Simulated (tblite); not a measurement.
C₇H₁₂O₂Si.
Z-matrix (Å and degrees, GFN2-xTB geometry), rows numbered from 1:
```
C 
C   1  1.3194
C   2  1.4950  1  124.59
C   3  1.5293  2  111.81  1  -121.85
C   4  1.5228  3  111.67  2    61.61
O   5  1.4341  4  107.69  3   177.93
C   6  1.3989  5  111.81  4  -172.05
C   7  1.5207  6  110.69  5    44.63
O   8  1.2041  7  124.03  6   165.13
Si  5  1.9178  4  116.92  3    62.46
H   1  1.0779  2  121.55  3    -0.16
H   1  1.0765  2  122.10  3  -179.51
H   2  1.0827  1  120.29  3   179.91
H   3  1.0924  2  109.77  1    -0.00
H   3  1.0937  2  108.89  1   118.38
H   4  1.0925  3  109.95  2   -59.59
H   4  1.0911  3  109.93  2  -177.89
H   5  1.1037  4  108.89  3   -64.60
H   7  1.0915  6  107.70  5   167.18
H   7  1.1042  6  111.16  5   -73.98
H  10  1.4581  5  115.21  4   -98.99
H  10  1.4603  5  112.03  4    35.18
```

Method: GFN2-xTB as coded in tblite; computed harmonic values from a numerical Hessian at the method's own geometry, unscaled. This tight-binding method is rough: wavenumbers can miss measured ones by several per cent, in bad cases by 10 to 20. Modes of hydrogen on silicon can be 10 to 20 % off. One conformer, not necessarily the lowest.

Harmonic wavenumbers (cm⁻¹): 37.9, 48.5, 70.2, 110.0, 151.2, 182.5, 281.6, 292.9, 354.0, 356.7, 377.2, 419.6, 458.4, 500.3, 517.4, 596.9, 613.7, 641.9, 654.2, 678.8, 736.9, 854.5, 875.3, 892.9, 919.6, 956.4, 983.2, 1021.4, 1024.7, 1061.2, 1073.1, 1092.6, 1125.9, 1169.9, 1191.0, 1209.5, 1253.5, 1261.3, 1279.6, 1292.0, 1325.6, 1334.3, 1416.3, 1417.4, 1469.3, 1494.0, 1721.1, 1771.0, 2294.6, 2315.7, 2804.4, 2818.7, 2953.6, 2967.1, 2977.8, 2982.2, 2991.4, 3053.5, 3098.2, 3126.8.

A = 2186, B = 643.9, C = 573.9 MHz; mass 156.061 u (most abundant isotopes); point group C1, symmetry number 1.

Task: What is the zero-point energy?

Result: ½Σν̃ = 37476 cm⁻¹ = 107.15 kcal/mol.

Task: What is S at 273.15 K and 1 bar for an ideal gas of classical rigid rotors and harmonic oscillators?

Result: Translation 40.64, rotation 30.10, vibration 32.59: S = 103.3 cal/(mol K).

Task: And Cp and H(273.15 K) − H(0)?

Result: Cp = 41.97 cal/(mol K), of which vibrations give 34.02 (their classical limit is 60 R = 119.2); H(273.15 K) − H(0) = 6.79 kcal/mol without the zero-point energy, 4.62 from vibrations.

Task: What must be added to the electronic energy to get the Gibbs energy at 273.15 K and 1 bar?

Result: ZPE + [H(273.15 K) − H(0)] − T·S = 107.15 + 6.79 − 28.23 = 85.71 kcal/mol.

Task: Which modes carry the vibrational entropy at 273.15 K?

Result: 37.9 cm⁻¹: 5.19; 48.5 cm⁻¹: 4.70; 70.2 cm⁻¹: 3.98; 110.0 cm⁻¹: 3.10; 151.2 cm⁻¹: 2.49; 182.5 cm⁻¹: 2.14 cal/(mol K); the other 54 give 10.99 together.

Hindered rotation and anharmonicity are outside this model. Other conformers, if any are populated, would add a mixing term that is left out. The structure is chiral; the term R ln 2 for an equal mix with its mirror image is left out.
